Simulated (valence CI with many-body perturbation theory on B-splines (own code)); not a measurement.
Level structure of Ce18+

Computed by configuration interaction combined with many-body perturbation theory (CI+MBPT): four valence electrons over a frozen Dirac-Fock core [Kr], radial functions for each j: 7 s, 7 p, 8 d, 6 f, 4 g, 1 h, with the one-electron correlation potential Σ1 (screened to all orders), the two-electron term Σ2, the three-electron term Σ3, Breit, model QED; selected single and double excitations, second order for the rest, scaled by the run's own slope (own B-spline code, finite nucleus).

No measured spectrum was set against this ion. As an estimate, terms of the open shell hold to 2 to 4 % of their energy, and close levels can change places. The list stops below the first excitations out of the core.

Levels 1 to 34 of 34, with energies above the lowest level, (4d3/2^4) J=0. "Leading %" is the weight of the configuration and term that name the level; weights of strongly mixed levels are sums over their largest components and can fall short. In the jj column 3d3/2^4 stands for four electrons in 3d with j = 3/2. Lifetimes count E1, E2, E3, M1 and M2 decay at the calculated energies, and are blank where another channel may lead or the interval is too uncertain; long ones can be off by a factor of two.

```tsv
No.	Configuration	Term	J	E (cm⁻¹)	Leading %	Second component	Lifetime	g	Leading jj
1	4d⁴	⁵D	0	0.0	54	40 % 4d⁴ ³P			4d3/2^4 (84 %)
2	4d⁴	⁵D	1	16848	80	20 % 4d⁴ ³P	5.69 ms	1.498	4d3/2^3 4d5/2 (88 %)
3	4d⁴	⁵D	2	29226	86	5 % 4d⁴ ³P	11.9 ms	1.451	4d3/2^2 4d5/2^2 (51 %)
4	4d⁴	⁵D	3	37462	76	12 % 4d⁴ ³F	48.1 ms	1.410	4d3/2^2 4d5/2^2 (45 %)
5	4d⁴	⁵D	4	40356	44	29 % 4d⁴ ³F	2.45 s	1.279	4d3/2^3 4d5/2 (70 %)
6	4d⁴	⁵D	0	57194	43	39 % 4d⁴ ³P	505 μs		4d3/2^2 4d5/2^2 (80 %)
7	4d⁴	³H	4	59766	50	31 % 4d⁴ ⁵D	3.65 ms	1.061	4d3/2^2 4d5/2^2 (66 %)
8	4d⁴	³G	3	68372	62	16 % 4d⁴ ³F	1.89 ms	0.925	4d3/2^2 4d5/2^2 (54 %)
9	4d⁴	³F	2	70765	55	20 % 4d⁴ ¹D	1.12 ms	0.892	4d3/2^2 4d5/2^2 (56 %)
10	4d⁴	³H	5	73365	73	26 % 4d⁴ ³G	5.28 ms	1.076	4d3/2^2 4d5/2^2 (98 %)
11	4d⁴	³P	1	76170	68	19 % 4d⁴ ³D	851 μs	1.311	4d3/2^2 4d5/2^2 (75 %)
12	4d⁴	³H	6	79252	66	34 % 4d⁴ ¹I	442 ms	1.109	4d3/2^2 4d5/2^2 (93 %)
13	4d⁴	³G	4	86142	66	24 % 4d⁴ ¹G	6.14 ms	1.026	4d3/2^2 4d5/2^2 (86 %)
14	4d⁴	³D	2	88568	44	35 % 4d⁴ ³P	5.81 ms	1.186	4d3/2^2 4d5/2^2 (84 %)
15	4d⁴	³D	3	90736	44	40 % 4d⁴ ³F	2.06 ms	1.180	4d3/2^2 4d5/2^2 (73 %)
16	4d⁴	³F	4	94891	45	20 % 4d⁴ ³H	806 μs	1.167	4d3/2 4d5/2^3 (58 %)
17	4d⁴	³F	3	103300	45	25 % 4d⁴ ³G	629 μs	1.088	4d3/2 4d5/2^3 (82 %)
18	4d⁴	³P	2	108050	35	35 % 4d⁴ ¹D	615 μs	1.112	4d3/2^2 4d5/2^2 (46 %)
19	4d⁴	³G	5	109850	73	26 % 4d⁴ ³H	1.55 ms	1.155	4d3/2 4d5/2^3 (98 %)
20	4d⁴	³D	1	112880	78	16 % 4d⁴ ³P	458 μs	0.711	4d3/2 4d5/2^3 (82 %)
21	4d⁴	¹I	6	114050	66	34 % 4d⁴ ³H	1.49 ms	1.055	4d3/2 4d5/2^3 (93 %)
22	4d⁴	³F	4	123420	48	39 % 4d⁴ ¹G	1.42 ms	1.109	4d3/2^2 4d5/2^2 (66 %)
23	4d⁴	³P	2	126500	55	22 % 4d⁴ ³D	903 μs	1.265	4d3/2^2 4d5/2^2 (56 %)
24	4d⁴	¹S	0	128160	67	32 % 4d⁴ ³P	599 μs		4d3/2 4d5/2^3 (82 %)
25	4d⁴	¹F	3	132980	54	25 % 4d⁴ ³D	812 μs	1.071	4d3/2 4d5/2^3 (86 %)
26	4d⁴	³P	2	138410	45	41 % 4d⁴ ³F	840 μs	1.096	4d3/2^2 4d5/2^2 (55 %)
27	4d⁴	³F	4	153730	48	38 % 4d⁴ ¹G	333 μs	1.127	4d5/2^4 (69 %)
28	4d⁴	³F	3	156320	74	23 % 4d⁴ ¹F		1.067	4d3/2 4d5/2^3 (97 %)
29	4d⁴	³P	1	157740	96		532 μs	1.475	4d3/2 4d5/2^3 (93 %)
30	4d⁴	¹D	2	157970	40	34 % 4d⁴ ³F	532 μs	0.986	4d5/2^4 (49 %)
31	4d⁴	³P	0	164510	75	23 % 4d⁴ ¹S			4d3/2^2 4d5/2^2 (54 %)
32	4d⁴	¹G	4	165400	66	27 % 4d⁴ ³F	543 μs	1.071	4d3/2 4d5/2^3 (83 %)
33	4d⁴	¹D	2	196380	85	6 % 4d⁴ ³D	391 μs	0.999	4d3/2 4d5/2^3 (42 %)
34	4d⁴	¹S	0	244860	86	12 % 4d⁴ ³P	182 μs		4d5/2^4 (49 %)
```

The ionisation energy to 4d³ ⁴F3/2 of the next ion comes out as 509.7 eV (NIST: 509 ± 3 eV (theoretical)). All 34 levels together are meant to be complete up to 611740 cm⁻¹.
